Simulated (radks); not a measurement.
Values are calculated unless marked as measured or tabulated.
Spherical quantum dot in the effective-mass picture: electrons in a hard-walled sphere of radius 5.92, all in effective atomic units (hartree* = m*/eps^2 hartree, bohr* = eps/m* bohr), one dielectric constant everywhere. Level of theory: non-relativistic Kohn-Sham, PBE, spin-polarised, spherical densities (a radial shooting solver with Libxc functionals). Levels are named by radial order and angular momentum (1s, 1p, 1d, 2s, ...), and open shells are averaged over m. Results are scaled to m* = 0.125 and eps = 5.4, for which hartree* = 116.6 meV and bohr* = 2.286 nm.

N = 12, configuration 1s2 1p6 1d(up 4, down 0). This is the lowest configuration that the search found. Occupied and some empty levels:

level    occupation  eigenvalue (meV)  <r> (nm)
1s up             1            305.98     9.115
1s down           1            310.59     8.997
1p up             3            314.62     9.429
1p down           3            319.55     9.356
1d up             4            329.77     9.721
1d down           0            334.98     9.674
1f up             0            350.55     9.973
1f down           0            355.99     9.942
2s up             0            369.68     6.197
2s down           0            371.60     6.206
2p up             0            396.79     7.166
2p down           0            399.26     7.151

Energy (meV): total 2074.76, kinetic 555.65, external 0, Hartree 1866.6, exchange-correlation -347.50.
